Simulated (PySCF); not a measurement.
Species: C₆H₁₁AsO.
SMILES with atom numbers: `[O:1]=[CH:2][C@@H:3]1[CH2:4][CH2:5][CH2:6][AsH:7][CH2:8]1` (hydrogens: H9 on C2; H10 on C3; H11, H12 on C4; H13, H14 on C5; H15, H16 on C6; H17 on As7; H18, H19 on C8)

Method: PBE0-D3(BJ)/def2-SVP geometry optimisation, gas phase in PySCF; density fitting, grid level 1; the optimiser is geomeTRIC in internal coordinates, started from a GFN2-xTB structure with every atom displaced at random (about 0.01 Å).

Step 0: E = -69259.2774 eV
```
atom  x, y, z in Å  |  force x, y, z in eV/Å
O1      2.8230   -1.5128    0.0031   -0.831   1.987   0.091
C2      2.4391   -0.3498    0.0618    0.725  -1.506   0.135
C3      1.0038    0.1234    0.2142    1.266  -0.244   0.064
C4      0.1101   -1.0484    0.4479   -1.990   0.337   0.627
C5     -1.3371   -0.6112    0.8062    0.543   0.207  -0.124
C6     -2.0510    0.0921   -0.3405    0.351  -0.259   0.203
As7    -1.1303    1.7287   -0.9692   -0.153  -0.057  -0.542
C8      0.6912    0.9395   -1.0322   -1.131  -0.326   0.788
H9      3.1715    0.4945   -0.0067    0.139  -0.040  -0.087
H10     0.9930    0.7943    1.1041    0.036  -0.089  -0.224
H11     0.0394   -1.6665   -0.4436    0.243  -0.396  -0.399
H12     0.4891   -1.6666    1.2615    0.280  -0.227   0.128
H13    -1.3145    0.0832    1.6649    0.088  -0.106   0.105
H14    -1.9289   -1.4773    1.1303   -0.023  -0.209   0.003
H15    -2.1265   -0.6057   -1.1900   -0.092   0.149  -0.173
H16    -3.0706    0.3565   -0.0367   -0.163   0.157  -0.115
H17    -0.9585    2.3116    0.4176    0.047   0.101   0.276
H18     0.7205    0.2944   -1.9038    0.051  -0.283  -0.550
H19     1.4059    1.7280   -1.1669    0.613   0.806  -0.206
```

Step 1: E = -69259.3914 eV
```
atom  x, y, z in Å  |  force x, y, z in eV/Å
O1      2.7985   -1.4986    0.3530    0.132   0.231  -0.240
C2      2.4688   -0.3666    0.1103   -0.190  -0.082   0.430
C3      1.0327    0.1209    0.1627    0.089  -0.309  -0.116
C4      0.0948   -1.0542    0.4197   -0.338   0.195   0.120
C5     -1.3239   -0.6307    0.7929    0.062   0.045   0.011
C6     -2.0584    0.1037   -0.3187   -0.033  -0.032   0.059
As7    -1.1636    1.7495   -0.9495    0.029  -0.029   0.034
C8      0.6461    0.9446   -1.0626    0.158   0.217   0.073
H9      3.2308    0.4339   -0.0740    0.064  -0.011  -0.201
H10     1.0289    0.8221    1.0218   -0.051  -0.085   0.116
H11     0.0594   -1.6736   -0.4940    0.070  -0.071   0.055
H12     0.5116   -1.6893    1.2148    0.061   0.007  -0.063
H13    -1.2802    0.0233    1.6821   -0.014  -0.043   0.042
H14    -1.9061   -1.5198    1.0963    0.039   0.020  -0.050
H15    -2.1651   -0.5450   -1.2052   -0.032   0.026  -0.014
H16    -3.0776    0.3784   -0.0010    0.025   0.030  -0.066
H17    -0.9455    2.3129    0.4641   -0.007  -0.012  -0.101
H18     0.6553    0.3226   -1.9730    0.038   0.011  -0.021
H19     1.3626    1.7738   -1.2176   -0.102  -0.109  -0.069
```

**Question.** Estimate the geometry and energy of step 2. (The exact step hangs on the optimiser's Hessian estimate; all steps are aligned on step 1, rigid shifts and turns removed.)

**Answer.** E = -69259.3837 eV, largest force 0.998 eV/Å
```
atom  x, y, z in Å  |  force x, y, z in eV/Å
O1      2.9483   -1.4573    0.2514   -0.697  -0.173   0.220
C2      2.4713   -0.3631    0.1167    0.610   0.525  -0.590
C3      1.0280    0.0954    0.1920   -0.008  -0.499   0.238
C4      0.0707   -1.0648    0.4444   -0.083   0.114  -0.047
C5     -1.3458   -0.6239    0.7999    0.010   0.011  -0.005
C6     -2.0605    0.1128   -0.3256    0.030  -0.026   0.042
As7    -1.1433    1.7435   -0.9607    0.033  -0.049  -0.016
C8      0.6617    0.9304   -1.0349    0.093   0.040   0.032
H9      3.1650    0.4788   -0.1489   -0.013   0.203   0.072
H10     1.0168    0.7813    1.0647   -0.010  -0.038   0.024
H11     0.0440   -1.6924   -0.4638    0.015  -0.057   0.019
H12     0.4831   -1.7020    1.2391    0.026  -0.024   0.044
H13    -1.3086    0.0250    1.6934   -0.014  -0.020   0.008
H14    -1.9376   -1.5087    1.0918    0.000  -0.011  -0.020
H15    -2.1640   -0.5371   -1.2114   -0.015   0.001   0.002
H16    -3.0809    0.4049   -0.0318    0.006   0.011   0.000
H17    -0.9428    2.3244    0.4417   -0.004   0.023   0.000
H18     0.6839    0.3080   -1.9452    0.023  -0.002  -0.014
H19     1.3800    1.7527   -1.1905   -0.001  -0.028  -0.011
```

The energy changes by +0.0077 eV. The first-order estimate −F·Δx gives -0.0911 eV and the mean of the old and new forces, exact on a quadratic surface, +0.0054 eV. The step makes an angle of 68° with the force vector and moves no atom by more than 0.186 Å. The energy falls at the start of this step and ends higher, so the step passed the lowest point of its straight line.

What follows is the cost of the whole optimisation. On one thread of an Arm Neoverse V1, no GPU, shared host with 32 logical CPUs at a one-minute load of 13, this took 3.1 min wall and 0.91 GiB of memory at its peak.
